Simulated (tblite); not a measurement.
Record of a relaxation.

C₄H₉OSi (doublet state).
Bonds: C1–O2, O2–Si3, Si3–C4, C4–C5, C5–C6, Si3–C6. Hydrogens: H7, H8 on C1; H9 on Si3; H10, H11 on C4; H12, H13 on C5; H14, H15 on C6.

Computed with GFN2-xTB (tblite), gas phase: L-BFGS steps from a force-field or distance-geometry start until the largest atomic force falls under 0.01 eV/Å. 12 of its 171 geometries are shown.

Step 0: E = -512.0606 eV, largest atomic force 3.044 eV/Å
```
atom  x, y, z in Å  |  force x, y, z in eV/Å
C1      2.802   -0.447    0.392   -2.049   1.264  -1.862
O2      1.433   -0.685    0.656    0.469   0.547  -0.833
Si3     0.552    0.105   -0.529    0.826  -0.139  -0.280
C4     -0.989   -0.829   -1.000   -0.239  -2.196   0.647
C5     -1.667   -0.150    0.192   -0.865   0.665  -0.749
C6     -0.886    1.149    0.029    1.033   0.894   1.941
H7      2.962   -0.876   -0.628    0.888  -0.097   1.200
H8      2.869    0.675    0.320    1.004  -1.120   0.652
H9      1.290    0.717   -1.624    0.352  -0.049  -0.136
H10    -1.486   -0.548   -1.927    0.341  -0.463   0.141
H11    -0.855   -1.919   -0.817   -0.682   0.480  -0.788
H12    -1.423   -0.672    1.133   -0.394   0.416  -0.454
H13    -2.748    0.045    0.058    0.353  -0.545   0.342
H14    -1.208    1.813   -0.780   -0.222  -0.178   0.770
H15    -0.650    1.628    0.997   -0.816   0.521  -0.589
```

Step 15: E = -513.4845 eV, largest atomic force 0.298 eV/Å
```
atom  x, y, z in Å  |  force x, y, z in eV/Å
C1      2.935   -0.395    0.309   -0.047   0.113  -0.131
O2      1.596   -0.485    0.253    0.135   0.014  -0.046
Si3     0.474    0.189   -0.745    0.033   0.061   0.141
C4     -1.074   -0.899   -0.953   -0.211  -0.148   0.038
C5     -1.787   -0.102    0.149   -0.050  -0.094   0.079
C6     -0.942    1.179    0.101    0.043  -0.043   0.129
H7      3.504   -1.031   -0.354   -0.091  -0.061   0.146
H8      3.369    0.551    0.600   -0.085  -0.089   0.085
H9      1.277    0.717   -1.841   -0.198   0.123  -0.186
H10    -1.559   -0.711   -1.905    0.024  -0.057  -0.172
H11    -1.080   -1.972   -0.782    0.156  -0.025  -0.057
H12    -1.634   -0.607    1.099   -0.034  -0.025   0.165
H13    -2.863    0.035    0.019    0.104   0.051  -0.140
H14    -1.411    1.906   -0.557    0.128   0.082   0.003
H15    -0.811    1.635    1.080    0.094   0.097  -0.054
```

Step 31: E = -513.6060 eV, largest atomic force 0.144 eV/Å
```
atom  x, y, z in Å  |  force x, y, z in eV/Å
C1      2.990   -0.350    0.237    0.032  -0.009  -0.007
O2      1.694   -0.404   -0.044   -0.067  -0.099  -0.037
Si3     0.445    0.244   -0.847   -0.029   0.080  -0.039
C4     -1.056   -0.930   -0.919   -0.026  -0.018  -0.027
C5     -1.802   -0.093    0.138    0.003  -0.026  -0.041
C6     -0.906    1.159    0.151   -0.041   0.046   0.022
H7      3.591   -1.181   -0.071    0.067  -0.070   0.015
H8      3.398    0.477    0.784   -0.048   0.097   0.000
H9      0.880    0.891   -2.094    0.006  -0.052   0.134
H10    -1.548   -0.850   -1.885   -0.052  -0.110  -0.036
H11    -0.983   -1.986   -0.668    0.086   0.040  -0.042
H12    -1.779   -0.599    1.103   -0.051   0.053  -0.014
H13    -2.840    0.118   -0.122    0.039  -0.041   0.039
H14    -1.355    1.954   -0.438   -0.046   0.110  -0.002
H15    -0.735    1.558    1.147    0.125   0.001   0.035
```

Step 46: E = -513.6844 eV, largest atomic force 0.128 eV/Å
```
atom  x, y, z in Å  |  force x, y, z in eV/Å
C1      2.886   -0.368    0.213   -0.030   0.028  -0.043
O2      1.692   -0.544   -0.353    0.077   0.006   0.035
Si3     0.424    0.288   -0.946    0.070  -0.077   0.003
C4     -1.024   -0.941   -0.907    0.062  -0.002  -0.083
C5     -1.787   -0.067    0.114   -0.015  -0.069  -0.036
C6     -0.849    1.157    0.187   -0.002   0.014   0.042
H7      3.552   -1.210    0.190   -0.036   0.062   0.048
H8      3.136    0.561    0.690    0.004  -0.005  -0.049
H9      0.836    1.040   -2.132    0.000  -0.001   0.010
H10    -1.565   -1.053   -1.842   -0.032  -0.037  -0.001
H11    -0.776   -1.936   -0.541   -0.126   0.019  -0.010
H12    -1.875   -0.569    1.075    0.013   0.012   0.039
H13    -2.791    0.184   -0.223   -0.007   0.047  -0.021
H14    -1.298    2.043   -0.253   -0.034   0.017  -0.029
H15    -0.567    1.422    1.201    0.054  -0.017   0.093
```

Step 62: E = -513.7227 eV, largest atomic force 0.114 eV/Å
```
atom  x, y, z in Å  |  force x, y, z in eV/Å
C1      2.906   -0.275    0.139    0.034  -0.088   0.064
O2      1.711   -0.636   -0.338    0.009   0.109   0.024
Si3     0.438    0.192   -0.939   -0.062  -0.079  -0.016
C4     -1.081   -0.961   -0.939   -0.021   0.112  -0.001
C5     -1.802   -0.063    0.092    0.020   0.047   0.062
C6     -0.782    1.090    0.229    0.026  -0.023  -0.042
H7      3.549   -1.077    0.447   -0.007  -0.016  -0.009
H8      3.095    0.736    0.444   -0.046   0.031  -0.074
H9      0.872    0.998   -2.082   -0.025  -0.058  -0.041
H10    -1.621   -1.013   -1.881    0.052  -0.002  -0.001
H11    -0.940   -1.978   -0.585    0.040  -0.017  -0.038
H12    -1.944   -0.584    1.039   -0.009   0.018  -0.022
H13    -2.777    0.283   -0.247    0.028  -0.025  -0.049
H14    -1.164    2.033   -0.160   -0.020  -0.037   0.054
H15    -0.466    1.263    1.253   -0.020   0.028   0.089
```

Step 77: E = -513.7391 eV, largest atomic force 0.057 eV/Å
```
atom  x, y, z in Å  |  force x, y, z in eV/Å
C1      2.906   -0.246    0.166    0.012   0.020   0.002
O2      1.714   -0.639   -0.289   -0.010   0.040   0.010
Si3     0.440    0.160   -0.924   -0.028   0.016   0.012
C4     -1.097   -0.953   -0.951    0.011   0.015  -0.022
C5     -1.810   -0.055    0.085    0.017  -0.019  -0.020
C6     -0.758    1.062    0.269   -0.013  -0.024  -0.042
H7      3.544   -1.010    0.562   -0.009  -0.017  -0.002
H8      3.138    0.798    0.257   -0.001  -0.031  -0.031
H9      0.843    0.897   -2.123    0.013   0.015   0.018
H10    -1.616   -0.968   -1.906    0.006  -0.005   0.001
H11    -0.986   -1.983   -0.629    0.008  -0.029   0.031
H12    -2.000   -0.593    1.013   -0.020   0.038  -0.012
H13    -2.758    0.331   -0.288   -0.011  -0.012   0.012
H14    -1.124    2.029   -0.072    0.032  -0.025   0.040
H15    -0.439    1.177    1.303   -0.007   0.019   0.004
```

Step 93: E = -513.7508 eV, largest atomic force 0.119 eV/Å
```
atom  x, y, z in Å  |  force x, y, z in eV/Å
C1      2.914   -0.236    0.181    0.012  -0.040  -0.029
O2      1.694   -0.570   -0.240    0.030   0.009   0.018
Si3     0.424    0.201   -0.906    0.071   0.042   0.020
C4     -1.076   -0.964   -0.931    0.027  -0.017  -0.019
C5     -1.845   -0.048    0.044   -0.004   0.033   0.018
C6     -0.789    1.049    0.309    0.035   0.044   0.031
H7      3.495   -1.028    0.611    0.033   0.014   0.002
H8      3.321    0.739   -0.008   -0.061  -0.029  -0.022
H9      0.838    0.963   -2.088   -0.038  -0.021   0.042
H10    -1.580   -1.061   -1.889    0.022   0.000  -0.009
H11    -0.917   -1.971   -0.550   -0.012   0.050   0.030
H12    -2.137   -0.560    0.958   -0.021  -0.053   0.024
H13    -2.743    0.357   -0.416   -0.020   0.037  -0.008
H14    -1.135    2.047    0.046   -0.016  -0.039   0.000
H15    -0.467    1.087    1.351   -0.059  -0.030  -0.099
```

Step 108: E = -513.7716 eV, largest atomic force 0.058 eV/Å
```
atom  x, y, z in Å  |  force x, y, z in eV/Å
C1      3.017   -0.281    0.050   -0.009   0.003   0.029
O2      1.712   -0.505   -0.096    0.015  -0.020   0.019
Si3     0.433    0.243   -0.762    0.028  -0.004  -0.010
C4     -1.031   -0.962   -0.880    0.012  -0.013   0.000
C5     -1.910   -0.023   -0.028    0.001   0.021  -0.006
C6     -0.874    1.042    0.386    0.011   0.022   0.007
H7      3.568   -1.012    0.607    0.003   0.030  -0.029
H8      3.475    0.574   -0.406   -0.005  -0.010  -0.003
H9      0.823    1.043   -1.922    0.005   0.007  -0.016
H10    -1.433   -1.149   -1.872   -0.025   0.002   0.010
H11    -0.871   -1.928   -0.406   -0.022   0.016   0.000
H12    -2.357   -0.527    0.826   -0.029  -0.033   0.038
H13    -2.714    0.419   -0.614    0.006  -0.014  -0.051
H14    -1.185    2.053    0.136    0.006   0.000   0.034
H15    -0.659    1.020    1.453    0.004  -0.008  -0.022
```

Step 124: E = -513.7820 eV, largest atomic force 0.049 eV/Å
```
atom  x, y, z in Å  |  force x, y, z in eV/Å
C1      3.050   -0.232    0.013    0.019   0.035  -0.028
O2      1.734   -0.440    0.012   -0.003  -0.004   0.009
Si3     0.435    0.242   -0.687    0.008  -0.013  -0.002
C4     -1.018   -0.975   -0.842   -0.015  -0.007  -0.012
C5     -1.940    0.014   -0.101   -0.014  -0.003  -0.005
C6     -0.895    0.999    0.457   -0.002  -0.002  -0.004
H7      3.643   -0.909    0.594   -0.005  -0.012  -0.002
H8      3.481    0.453   -0.692   -0.003  -0.007   0.023
H9      0.804    1.044   -1.853    0.004  -0.003  -0.013
H10    -1.367   -1.226   -1.840   -0.002  -0.010   0.013
H11    -0.892   -1.908   -0.295    0.002   0.033   0.006
H12    -2.554   -0.453    0.669    0.010   0.006  -0.027
H13    -2.601    0.517   -0.806   -0.001  -0.008   0.017
H14    -1.168    2.043    0.323    0.017  -0.011   0.016
H15    -0.715    0.838    1.518   -0.014   0.006   0.008
```

Step 139: E = -513.7830 eV, largest atomic force 0.017 eV/Å
```
atom  x, y, z in Å  |  force x, y, z in eV/Å
C1      3.054   -0.222    0.009   -0.009  -0.011   0.003
O2      1.736   -0.423    0.017    0.012   0.002   0.002
Si3     0.434    0.247   -0.684    0.003  -0.013  -0.003
C4     -1.016   -0.977   -0.835    0.003   0.016  -0.003
C5     -1.943    0.022   -0.117    0.006   0.001   0.000
C6     -0.897    0.991    0.467   -0.001  -0.003  -0.013
H7      3.643   -0.909    0.584    0.005   0.003  -0.008
H8      3.487    0.445   -0.710   -0.001   0.009   0.005
H9      0.793    1.044   -1.857   -0.001   0.002   0.001
H10    -1.361   -1.257   -1.827    0.005  -0.007   0.009
H11    -0.886   -1.890   -0.260   -0.003  -0.007  -0.002
H12    -2.582   -0.438    0.636   -0.015   0.002  -0.002
H13    -2.579    0.535   -0.836   -0.009   0.005   0.003
H14    -1.163    2.039    0.361    0.002   0.002  -0.001
H15    -0.725    0.801    1.525    0.002   0.000   0.009
```

Step 155: E = -513.7848 eV, largest atomic force 0.018 eV/Å
```
atom  x, y, z in Å  |  force x, y, z in eV/Å
C1      3.048   -0.224   -0.001   -0.003   0.014   0.011
O2      1.746   -0.501   -0.056    0.010   0.003  -0.001
Si3     0.433    0.206   -0.703    0.007   0.007   0.005
C4     -1.034   -0.994   -0.816    0.002  -0.009  -0.006
C5     -1.941    0.039   -0.123    0.000  -0.003  -0.006
C6     -0.873    0.985    0.458    0.005   0.010   0.006
H7      3.667   -0.922    0.525    0.004  -0.008  -0.005
H8      3.449    0.600   -0.559   -0.006  -0.006   0.000
H9      0.778    1.010   -1.876   -0.004  -0.005   0.001
H10    -1.386   -1.296   -1.798   -0.004  -0.009  -0.005
H11    -0.917   -1.894   -0.216    0.000   0.005  -0.005
H12    -2.606   -0.389    0.626   -0.008  -0.006   0.008
H13    -2.548    0.562   -0.860   -0.013   0.004  -0.001
H14    -1.119    2.038    0.358    0.010   0.005  -0.003
H15    -0.701    0.787    1.515   -0.001  -0.001   0.001
```

Step 170: E = -513.7854 eV, largest atomic force 0.005 eV/Å
```
atom  x, y, z in Å  |  force x, y, z in eV/Å
C1      3.042   -0.212    0.028    0.002   0.001  -0.001
O2      1.746   -0.510   -0.061    0.001   0.002   0.000
Si3     0.434    0.203   -0.705   -0.002  -0.002  -0.002
C4     -1.036   -0.996   -0.817    0.003   0.001   0.001
C5     -1.940    0.038   -0.120    0.005   0.001   0.001
C6     -0.871    0.990    0.450    0.002   0.001   0.001
H7      3.672   -0.951    0.482   -0.002   0.001  -0.001
H8      3.438    0.624   -0.516   -0.002  -0.002   0.001
H9      0.783    1.000   -1.882    0.000   0.000   0.000
H10    -1.389   -1.296   -1.799   -0.001   0.002   0.001
H11    -0.918   -1.897   -0.219   -0.001  -0.001   0.001
H12    -2.595   -0.391    0.638    0.000   0.000  -0.002
H13    -2.558    0.555   -0.851   -0.002   0.000   0.000
H14    -1.115    2.043    0.336   -0.002  -0.001  -0.002
H15    -0.697    0.806    1.508   -0.001  -0.002   0.000
```

**Question.** Summarise the path.

**Answer.** The energy falls by 39.78 kcal/mol from step 0 to step 170; nine tenths of that is first reached at step 33. It never rises by more than 0.2 meV. The largest force goes from 3.044 to 0.005 eV/Å. Among the bonds C1–O2 changes most, from 1.415 to 1.332 Å; the atoms move by 0.840 Å rms after alignment.

The cost below is that of the whole relaxation. On an Arm Neoverse V2 with one thread, on a shared host, this took 0.83 s.
